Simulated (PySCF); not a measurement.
# Correlation energy of Ni (nickel, neutral)

[Ar] 3d8 4s2, high-spin 3F determinant. All numbers are calculated (PySCF 2.14, the non-relativistic Hamiltonian (point nucleus), in aug-cc-pwCVTZ). Frozen: [Ar]; 10 electrons correlated.

MP2 pair energies summed by pair of shells (mhartree):

```json
{"pair": "3d-3d", "energy": "-287.30", "share (%)": "80.8"}
{"pair": "3d-4s", "energy": "-45.13", "share (%)": "12.7"}
{"pair": "4s-4s", "energy": "-23.18", "share (%)": "6.5"}
```

Total MP2 correlation energy: -355.61 mhartree.

Same-spin part -125.04 and opposite-spin part -230.58 mhartree; SCS-MP2 scales them by 1/3 and 6/5 to -318.37 mhartree.
